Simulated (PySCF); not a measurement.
## Polarisability and C₆ of Mn (manganese, neutral)

[Ar] 3d5 4s1 4p1, high-spin 8P determinant (an excited configuration). All numbers are calculated (PySCF 2.14, the spin-free X2C one-electron Hamiltonian (Gaussian nucleus), in x2c-TZVPPall with one added diffuse shell each of s, p, d, f type (7s6p5d3f1g, 80 functions)). Coupled (time-dependent) response in atomic units; α is the mean over directions.

```json
{"method": "M06", "mean α (bohr³)": "103.6", "α xx, yy, zz": "81.44, 147.9, 81.44", "C₆ (like pair)": "959.5", "S(−4)": "11400"}
```

S(−4) is the Cauchy moment in α(ω) = α(0) + S(−4) ω² + …

α(iu) at M06:

```csv
u (hartree),α(iu) (bohr³)
0,103.6
0.0500,83.56
0.100,57.56
0.200,29.87
0.300,18.27
0.500,9.274
0.750,5.387
1.00,3.694
1.50,2.190
2.00,1.507
3.00,0.8651
5.00,0.3981
```

The components differ because the open shell of this determinant is not spherical; for a pure term their mean is the scalar polarisability.
